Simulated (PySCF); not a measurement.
A structure optimised at PBE0-D3(BJ)/def2-SVP, used in a PySCF frequency run:

```xyz
8

Se     0.4960    -0.1874     0.8373
O      1.6715    -0.7199    -0.4244
C      1.2748    -1.8135    -1.2124
H      0.4075    -1.5629    -1.8508
H      2.1268    -2.0545    -1.8662
H      1.0234    -2.7018    -0.6056
Se    -1.1589     0.8714    -0.3795
H     -2.0411    -0.2987    -0.5729
```

Problem. Write its SMILES and formula.

Solution. CO[Se][SeH], CH4OSe2

Problem. What are its rotational constants (standard atomic weights)?

Solution. 4.7253, 1.5756, 1.2416 GHz
